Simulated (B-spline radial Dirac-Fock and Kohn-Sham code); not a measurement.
Satellites and hypersatellites of the K lines of Gd³²⁺

System: Gd³²⁺ in the configuration [Ar] 3d10 4s2 4p2.

Input of the calculation (task.json; shells as n, l, electrons):

```json
{"items": [{
  "Z": 64,
  "q": 32,
  "cfg": [[1, 0, 2], [2, 0, 2], [2, 1, 6], [3, 0, 2], [3, 1, 6], [3, 2, 10], [4, 0, 2], [4, 1, 2]],
  "A": 158,
  "rrms": 5.1569,
  "do": ["binding", "quiet", "double"]
}]}
```

Run with: `python xray_run.py task.json out`

These are calculated numbers from a radial B-spline solver; the model is Dirac-Fock energy differences between relaxed states, corrected for Breit and QED terms. Each two-hole energy is an average over J within one jj subconfiguration, not an observable level; in light atoms, where LS coupling holds, the j-resolved values are not observed lines, and for a K spectator the Kα1 hypersatellite is nearly forbidden. The model has no electron correlation.

Lines without a spectator: Kα2 (K-L2) 42324.0 eV, Kα1 (K-L3) 43014.0 eV, Kβ3 (K-M2) 48629.2 eV, Kβ1 (K-M3) 48778.1 eV. Shifts in eV with one spectator hole (a dash: not computed, or left out as unreliable):

```csv
spectator hole,Kα2,Kα1,Kβ3,Kβ1
K (1s),+797.1,+840.9,+1029.8,+1040.2
L2 (2p1/2),+97.1,+126.7,–,+255.8
L3 (2p3/2),+82.9,+87.3,+208.7,–
M2 (3p1/2),–,+19.72,+43.2,+50.9
M3 (3p3/2),+12.71,–,+40.5,+40.8
M4 (3d3/2),+4.70,+1.36,–,–
M5 (3d5/2),-0.04,+3.35,–,–
```
